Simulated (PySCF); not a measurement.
First SCF of a structure search on singlet Ga(OH)3, at a hand-made T-shaped (heavy-atom frame) geometry. PySCF input:

```python
from pyscf import gto, scf, dft
mol = gto.M(atom='''
Ga     0.000000     0.000000     0.000000
O      0.000000     0.000000     1.870000
O      1.868900     0.000000     0.065300
O     -1.868900     0.000000     0.065300
H     -0.735400     0.000000     2.487100
H      2.485600    -0.735400     0.086800
H     -2.485600     0.735400     0.086800''',
    basis={'Ga': 'def2-TZVP', 'O': 'def2-TZVP', 'H': 'def2-TZVP'},
    charge=0, spin=0)
mf = dft.RKS(mol, xc='PBE0')
mf.grids.atom_grid = (50, 194)
aux = {'Ga': 'def2-universal-JKFIT', 'O': 'def2-universal-JKFIT', 'H': 'def2-universal-JKFIT'}
mf = mf.density_fit(auxbasis=aux)
mf.conv_tol = 1e-08
mf.diis_space = 10
mf.max_cycle = 60
mf.init_guess = 'minao'
mf.verbose = 4
mf.kernel()
```

Excerpt of the output (cycles and frontier levels):

```
init E= -2151.46109880471
  HOMO = -0.408612241294532  LUMO = -0.16535863262434  gap/eV = 6.61927
cycle= 1 E= -2151.52970564353  delta_E= -0.0686  |g|= 1.56  |ddm|= 2.16
  HOMO = -0.0660563850097847  LUMO = -0.0389705571112131  gap/eV = 0.73704
cycle= 2 E= -2148.75529898114  delta_E= 2.77  |g|= 3.56  |ddm|=  3.4
  HOMO = -0.229532593377457  LUMO = -0.0818768648044923  gap/eV = 4.01792
cycle= 3 E= -2151.74799507384  delta_E= -2.99  |g|= 0.975  |ddm|= 3.05
  HOMO = -0.272369876479799  LUMO = -0.113984628911453  gap/eV = 4.30988
cycle= 4 E= -2151.92835321617  delta_E= -0.18  |g|= 0.182  |ddm|= 0.563
  HOMO = -0.257819453074836  LUMO = -0.126843142850845  gap/eV = 3.56405
cycle= 5 E= -2151.93603616842  delta_E= -0.00768  |g|= 0.103  |ddm|= 0.252
  HOMO = -0.261794201583421  LUMO = -0.119988969285664  gap/eV = 3.85872
cycle= 6 E= -2151.93771438962  delta_E= -0.00168  |g|= 0.048  |ddm|= 0.0838
  HOMO = -0.264448611166241  LUMO = -0.117828322615118  gap/eV = 3.98974
cycle= 7 E= -2151.93805284462  delta_E= -0.000338  |g|= 0.0206  |ddm|= 0.0345
  HOMO = -0.265258051578441  LUMO = -0.11751022122003  gap/eV = 4.02042
cycle= 8 E= -2151.9381329738  delta_E= -8.01e-05  |g|= 0.00451  |ddm|= 0.0128
  HOMO = -0.265858399455243  LUMO = -0.117728033664186  gap/eV = 4.03083
cycle= 9 E= -2151.93813596065  delta_E= -2.99e-06  |g|= 0.00138  |ddm|= 0.00306
  HOMO = -0.265759239157564  LUMO = -0.117594587564504  gap/eV = 4.03177
cycle= 10 E= -2151.93813629773  delta_E= -3.37e-07  |g|= 0.00019  |ddm|= 0.00124
  HOMO = -0.265761763078611  LUMO = -0.117606372613139  gap/eV = 4.03151
cycle= 11 E= -2151.93813631001  delta_E= -1.23e-08  |g|= 4.41e-05  |ddm|= 0.000254
  HOMO = -0.265758908822979  LUMO = -0.117605043368329  gap/eV = 4.03147
cycle= 12 E= -2151.9381363109  delta_E= -8.91e-10  |g|= 8.95e-06  |ddm|= 8.66e-05
  HOMO = -0.265757096508394  LUMO = -0.117606453728214  gap/eV = 4.03138
Extra cycle  E= -2151.93813631092  delta_E= -2.09e-11  |g|= 1.44e-05  |ddm|= 2.02e-05
converged SCF energy = -2151.93813631092
```

No lower solution of this spin was found by a stability analysis within the restricted form, which does not test spin polarisation.

The search for the lowest solution, with the stability check, took 10 s on 4 threads of a shared Arm Neoverse V1 host, with 159 basis functions; the process peaked at 0.61 GiB. Launch command: `OMP_NUM_THREADS=4 python axn.py task.json out`.
